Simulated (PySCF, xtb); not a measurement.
C4H6F2, SMILES C(C=C(F)F)C.

GFN2-xTB run with xtb at its own geometry gives an orbital gap of 5.22 eV and a dipole moment of 2.90 D.

The structure is a stationary point at PBE0-D3(BJ)/def2-SVP. Other conformers were not sampled.

**Question.** What does B3LYP/def2-TZVP run with PySCF give? (Estimate from the structure and the level; the computed values follow.)

**Answer.** gap 7.40 eV (levels -6.98 and 0.42 eV), dipole 1.54 D.
